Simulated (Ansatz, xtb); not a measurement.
**Isomers of C4H9PSSi in order of energy**

3 gas-phase structures of C4H9PSSi, from a drawn sample of its isomers (lower ones may exist). Each was relaxed with GFN2-xTB; where two conformers were screened, the lower at r2SCAN-D4/def2-SVP is listed:

A. `[SiH3]C1=CC[P@H](=S)C1`, a singlet
B. `C=C[Si@]1(P)CCS1`, a singlet
C. `P[Si@@H]1SCC12CC2`, a singlet

Question: Which do you expect lowest at r2SCAN-D4/def2-SVP, and how would the others follow?

Answer: Calculated order at r2SCAN-D4/def2-SVP: B (0.000), A (0.075), C (0.439) eV.

Energies above the lowest of each column, in eV; the last columns are at B3LYP/def2-SVP geometries:

```json
{"structure": "B", "GFN2-xTB": "1.388", "HF/STO-3G": "0.000", "r2SCAN-D4/def2-SVP": "0.000", "B3LYP/def2-SVP": "0.000", "CCSD(T)/def2-SVP + ΔMP2/def2-TZVPP": "0.000"}
{"structure": "A", "GFN2-xTB": "0.000", "HF/STO-3G": "1.935", "r2SCAN-D4/def2-SVP": "0.075", "B3LYP/def2-SVP": "0.251", "CCSD(T)/def2-SVP + ΔMP2/def2-TZVPP": "0.106"}
{"structure": "C", "GFN2-xTB": "0.597", "HF/STO-3G": "0.095", "r2SCAN-D4/def2-SVP": "0.439", "B3LYP/def2-SVP": "0.563", "CCSD(T)/def2-SVP + ΔMP2/def2-TZVPP": "0.649"}
```

CCSD(T)/def2-SVP + ΔMP2/def2-TZVPP puts B lowest; GFN2-xTB picks A. Flexible structures stand in one conformer each, not always the lowest. The ΔMP2 step shifts differences by up to 0.359 eV, which makes them less sure. ΔMP2 is the change of the MP2 energy from the smaller to the larger basis.

Programs: Ansatz 0.2.0, xtb 6.7.1.
